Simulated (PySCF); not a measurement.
PySCF input (HF/def2-TZVPD):

```python
from pyscf import gto, scf, dft

mol = gto.M(
    atom='''
    Sn   -0.41946022   -0.12202029    0.32055439
    O    -1.38406458   -1.50519776   -0.60113916
    Cl   -0.10028146    1.83899828   -1.19760420
    Cl    1.98531249   -0.77178672    0.53768619
    ''',
    basis='def2-tzvpd',
    ecp='def2-tzvp',
    charge=-1,
    spin=1,
    verbose=4,
)

mf = scf.UHF(mol).density_fit(auxbasis='def2-universal-jkfit')
mf.conv_tol = 1e-9
mf.max_cycle = 100
mf.max_memory = 1500
mf.kernel()
if not mf.converged:
    mf = mf.newton()
    mf.kernel(mf.make_rdm1())
for _ in range(2):
    mo, _, stable, _ = mf.stability(return_status=True)
    if stable:
        break
    mf.kernel(mf.make_rdm1(mo, mf.mo_occ))
mf.analyze()
```

Output:

```
ECP def2-tzvp not found for  O
ECP def2-tzvp not found for  Cl
PySCF version 2.14.0

[INPUT] verbose = 4
[INPUT] num. atoms = 4
[INPUT] num. electrons = 65
[INPUT] charge = -1
[INPUT] spin (= nelec alpha-beta = 2S) = 1
[INPUT] symmetry False subgroup None
[INPUT] Mole.unit = angstrom
[INPUT] Symbol           X                Y                Z      unit          X                Y                Z       unit  Magmom
[INPUT]  1 Sn    -0.419460220000  -0.122020290000   0.320554390000 AA   -0.792664935950  -0.230584929740   0.605760005127 Bohr   0.0
[INPUT]  2 O     -1.384064580000  -1.505197760000  -0.601139160000 AA   -2.615502994911  -2.844411529709  -1.135988375151 Bohr   0.0
[INPUT]  3 Cl    -0.100281460000   1.838998280000  -1.197604200000 AA   -0.189504494772   3.475203092746  -2.263143943629 Bohr   0.0
[INPUT]  4 Cl     1.985312490000  -0.771786720000   0.537686190000 AA    3.751696877778  -1.458465527376   1.016079640061 Bohr   0.0

nuclear repulsion = 287.01710751684
number of shells = 64
number of NR pGTOs = 296
number of NR cGTOs = 188
basis = def2-tzvpd
ecp = def2-tzvp

******** <class 'pyscf.df.df_jk.DFUHF'> ********
method = DFUHF
initial guess = minao
damping factor = 0
level_shift factor = 0
DIIS = <class 'pyscf.scf.diis.CDIIS'>
diis_start_cycle = 1
diis_space = 8
diis_damp = 0
SCF conv_tol = 1e-09
SCF conv_tol_grad = None
SCF max_cycles = 100
direct_scf = False
number electrons alpha = 33  beta = 32
Set gradient conv threshold to 3.16228e-05
******** <class 'pyscf.df.df.DF'> ********
auxbasis = def2-universal-jkfit
init E= -1169.47935599214
  alpha nocc = 33  HOMO = -0.638288516032652  LUMO = -0.397642059588113
  beta  nocc = 32  HOMO = -0.679406657410004  LUMO = -0.638288516032652

WARN: HOMO -0.638288516032652 >= LUMO -0.638288516032652

cycle= 1 E= -1206.66198267235  delta_E= -37.2  |g|= 1.54  |ddm|= 22.5
  alpha nocc = 33  HOMO = 0.0792810875740417  LUMO = 0.152670446430309
  beta  nocc = 32  HOMO = 0.0768828635681485  LUMO = 0.139782393140093
  HOMO = 0.079281087574  LUMO = 0.13978239314  gap/eV = 1.64632
cycle= 2 E= -1207.02158231682  delta_E= -0.36  |g|= 0.987  |ddm|= 3.28
  alpha nocc = 33  HOMO = -0.16351576414354  LUMO = 0.167872092230798
  beta  nocc = 32  HOMO = -0.237583692741705  LUMO = 0.0764691518094889
  HOMO = -0.163515764144  LUMO = 0.0764691518095  gap/eV = 6.53032
cycle= 3 E= -1207.33946765068  delta_E= -0.318  |g|= 0.337  |ddm|= 1.04
  alpha nocc = 33  HOMO = -0.181813823573124  LUMO = 0.167992646827494
  beta  nocc = 32  HOMO = -0.183631789438111  LUMO = 0.107966367394194
  HOMO = -0.181813823573  LUMO = 0.107966367394  gap/eV = 7.88532
cycle= 4 E= -1207.38289246859  delta_E= -0.0434  |g|= 0.138  |ddm|= 0.337
[...]
  beta  nocc = 32  HOMO = -0.162171789600663  LUMO = 0.161340582018087
  HOMO = -0.155966005417  LUMO = 0.161340582018  gap/eV = 8.63435
Extra cycle  E= -1207.41755387183  delta_E= -1.33e-10  |g|= 6.8e-06  |ddm|= 1.61e-05
converged SCF energy = -1207.41755387183  <S^2> = 0.78580791  2S+1 = 2.035493
uhf_internal: lowest eigs of H = [0.01970751 0.05560393 0.18360041]
<class 'pyscf.df.df_jk.DFUHF'> wavefunction is stable in the internal stability analysis
**** SCF Summaries ****
Total Energy =                       -1207.417553871826385
Nuclear Repulsion Energy =             287.017107516839587
One-electron Energy =                -2336.002960168140817
Two-electron Energy =                  841.568298779474844
Two-electron Coulomb Energy =          922.380878284332766
DFT Exchange-Correlation Energy =      -80.812579504857922
HOMO-LUMO gap [eV] =                     8.634352037389263
**** MO energy ****
                             alpha | beta                alpha | beta
MO #1   energy= -104.633752131889  | -104.633216652101  occ= 1 | 1
MO #2   energy= -104.633751882166  | -104.633216417212  occ= 1 | 1
MO #3   energy= -20.4348684392429  | -20.3969461329048  occ= 1 | 1
MO #4   energy= -10.3621976411554  | -10.3616301742894  occ= 1 | 1
MO #5   energy= -10.3621955901168  | -10.361627502617   occ= 1 | 1
MO #6   energy= -7.82934434375068  | -7.827738262442    occ= 1 | 1
MO #7   energy= -7.82934292959648  | -7.82773808565138  occ= 1 | 1
MO #8   energy= -7.82793915389047  | -7.82765342093092  occ= 1 | 1
MO #9   energy= -7.82793879604098  | -7.82765277661098  occ= 1 | 1
MO #10  energy= -7.82792509476767  | -7.82735715604719  occ= 1 | 1
MO #11  energy= -7.82792477601007  | -7.82735612595366  occ= 1 | 1
MO #12  energy= -5.71270119759539  | -5.71187938090421  occ= 1 | 1
MO #13  energy= -3.90184884801688  | -3.90182818726025  occ= 1 | 1
MO #14  energy= -3.90035587121269  | -3.90069623660892  occ= 1 | 1
MO #15  energy= -3.89887500499836  | -3.89690869823053  occ= 1 | 1
MO #16  energy= -1.22196146380321  | -1.18682783343712  occ= 1 | 1
MO #17  energy= -1.17264725462179  | -1.17298365353043  occ= 1 | 1
MO #18  energy= -1.16692738863748  | -1.16703673757948  occ= 1 | 1
MO #19  energy= -1.16540111614127  | -1.16477029916924  occ= 1 | 1
MO #20  energy= -1.16510511793911  | -1.16230314847414  occ= 1 | 1
MO #21  energy= -1.10669665598714  | -0.983395798271917 occ= 1 | 1
MO #22  energy= -0.886137759618428 | -0.881433596627678 occ= 1 | 1
MO #23  energy= -0.875029211764121 | -0.871179824414724 occ= 1 | 1
MO #24  energy= -0.490449217131081 | -0.442412324990601 occ= 1 | 1
MO #25  energy= -0.442484787270889 | -0.338431419121875 occ= 1 | 1
MO #26  energy= -0.377232566268775 | -0.329958183913411 occ= 1 | 1
MO #27  energy= -0.35909347040773  | -0.293175752041442 occ= 1 | 1
MO #28  energy= -0.308997531016429 | -0.292776883592254 occ= 1 | 1
MO #29  energy= -0.292676556370249 | -0.282103291287614 occ= 1 | 1
MO #30  energy= -0.284784782639989 | -0.276422560050182 occ= 1 | 1
MO #31  energy= -0.277731995345939 | -0.266738058767901 occ= 1 | 1
MO #32  energy= -0.268525544456136 | -0.162171789600663 occ= 1 | 1
MO #33  energy= -0.155966005417156 | 0.161340582018087  occ= 1 | 0
MO #34  energy= 0.166272890465522  | 0.178178169180248  occ= 0 | 0
MO #35  energy= 0.177807758262257  | 0.185940338159488  occ= 0 | 0
MO #36  energy= 0.186811912971561  | 0.192803694772065  occ= 0 | 0
MO #37  energy= 0.193095865941022  | 0.198617427205558  occ= 0 | 0
MO #38  energy= 0.210656737600196  | 0.210833130230416  occ= 0 | 0
MO #39  energy= 0.210816517035639  | 0.21313075421366   occ= 0 | 0
MO #40  energy= 0.229119528587461  | 0.229173163580674  occ= 0 | 0
MO #41  energy= 0.232488809681883  | 0.23566143017409   occ= 0 | 0
MO #42  energy= 0.243191434597858  | 0.250403482050485  occ= 0 | 0
MO #43  energy= 0.250375610209781  | 0.268850745615774  occ= 0 | 0
MO #44  energy= 0.281794527754785  | 0.283423121316319  occ= 0 | 0
MO #45  energy= 0.289196733499513  | 0.29566639556617   occ= 0 | 0
MO #46  energy= 0.294505958581637  | 0.300137989297771  occ= 0 | 0
MO #47  energy= 0.300760607211244  | 0.30670674671716   occ= 0 | 0
MO #48  energy= 0.31226995162095   | 0.315508975774108  occ= 0 | 0
MO #49  energy= 0.313125881379465  | 0.317711457955906  occ= 0 | 0
MO #50  energy= 0.327071175781342  | 0.326745887730629  occ= 0 | 0
MO #51  energy= 0.335201017128227  | 0.356807590445521  occ= 0 | 0
MO #52  energy= 0.386237197103577  | 0.390062335913035  occ= 0 | 0
MO #53  energy= 0.401739620800287  | 0.402206541865749  occ= 0 | 0
MO #54  energy= 0.40441196045063   | 0.406454646290119  occ= 0 | 0
MO #55  energy= 0.435167451707592  | 0.438609740650938  occ= 0 | 0
MO #56  energy= 0.440728529869116  | 0.440938499770734  occ= 0 | 0
MO #57  energy= 0.452149965640464  | 0.452264010188003  occ= 0 | 0
MO #58  energy= 0.459195404704526  | 0.463939123388772  occ= 0 | 0
MO #59  energy= 0.472307492902597  | 0.477182543594886  occ= 0 | 0
MO #60  energy= 0.484113722857079  | 0.483997837397901  occ= 0 | 0
MO #61  energy= 0.490518248944729  | 0.494047502940904  occ= 0 | 0
MO #62  energy= 0.494524117753196  | 0.495252846364707  occ= 0 | 0
MO #63  energy= 0.510657673063608  | 0.51096256111281   occ= 0 | 0
MO #64  energy= 0.526396724952107  | 0.530816386365627  occ= 0 | 0
MO #65  energy= 0.53018559691854   | 0.542291552884316  occ= 0 | 0
MO #66  energy= 0.557537136490479  | 0.558692256540937  occ= 0 | 0
MO #67  energy= 0.577805417734792  | 0.577724972453994  occ= 0 | 0
MO #68  energy= 0.610362394736138  | 0.617324957988135  occ= 0 | 0
MO #69  energy= 0.631157045306548  | 0.635157193400659  occ= 0 | 0
MO #70  energy= 0.63909407884026   | 0.640274794156977  occ= 0 | 0
MO #71  energy= 0.645911567246471  | 0.649815670823038  occ= 0 | 0
MO #72  energy= 0.650826499614197  | 0.659849208083841  occ= 0 | 0
MO #73  energy= 0.694700210628914  | 0.69763791187383   occ= 0 | 0
MO #74  energy= 0.730292947191114  | 0.733682939613225  occ= 0 | 0
MO #75  energy= 0.741136978746564  | 0.74504261174245   occ= 0 | 0
MO #76  energy= 0.776539786619792  | 0.789428712705879  occ= 0 | 0
MO #77  energy= 0.788649102360869  | 0.794880816302708  occ= 0 | 0
MO #78  energy= 0.819536638227945  | 0.823556671144045  occ= 0 | 0
MO #79  energy= 0.838928310209464  | 0.838907255633578  occ= 0 | 0
MO #80  energy= 0.867442662162526  | 0.867599821908378  occ= 0 | 0
MO #81  energy= 0.879497928416797  | 0.881635266159902  occ= 0 | 0
MO #82  energy= 0.880733904833646  | 0.890697200595582  occ= 0 | 0
MO #83  energy= 0.938669911935937  | 0.943889031511263  occ= 0 | 0
MO #84  energy= 0.941436433102021  | 0.944380590113791  occ= 0 | 0
MO #85  energy= 0.962061285579913  | 0.96447197122551   occ= 0 | 0
MO #86  energy= 0.970447481087909  | 0.982708312245071  occ= 0 | 0
MO #87  energy= 0.98538013248174   | 0.986430682162939  occ= 0 | 0
MO #88  energy= 0.989346532374546  | 0.999876089973985  occ= 0 | 0
MO #89  energy= 1.00724142789659   | 1.0077339129889    occ= 0 | 0
MO #90  energy= 1.00935807541648   | 1.01028913824093   occ= 0 | 0
MO #91  energy= 1.01649186696547   | 1.01748797140997   occ= 0 | 0
MO #92  energy= 1.01673825065019   | 1.01977484598889   occ= 0 | 0
MO #93  energy= 1.03970903286253   | 1.08647656634599   occ= 0 | 0
MO #94  energy= 1.08790610842213   | 1.09460502256532   occ= 0 | 0
MO #95  energy= 1.0896144825947    | 1.09625919220677   occ= 0 | 0
MO #96  energy= 1.15308243309093   | 1.15546953467843   occ= 0 | 0
MO #97  energy= 1.15365567845397   | 1.1578621996155    occ= 0 | 0
MO #98  energy= 1.16314718923      | 1.17982607587031   occ= 0 | 0
MO #99  energy= 1.22750362209634   | 1.22835000622434   occ= 0 | 0
MO #100 energy= 1.23441922946716   | 1.23762858802438   occ= 0 | 0
MO #101 energy= 1.25665081426688   | 1.26207503093209   occ= 0 | 0
MO #102 energy= 1.26620862192828   | 1.26630491887878   occ= 0 | 0
MO #103 energy= 1.31213002692836   | 1.31362530908596   occ= 0 | 0
MO #104 energy= 1.31317083232288   | 1.31467019656459   occ= 0 | 0
[...]
```
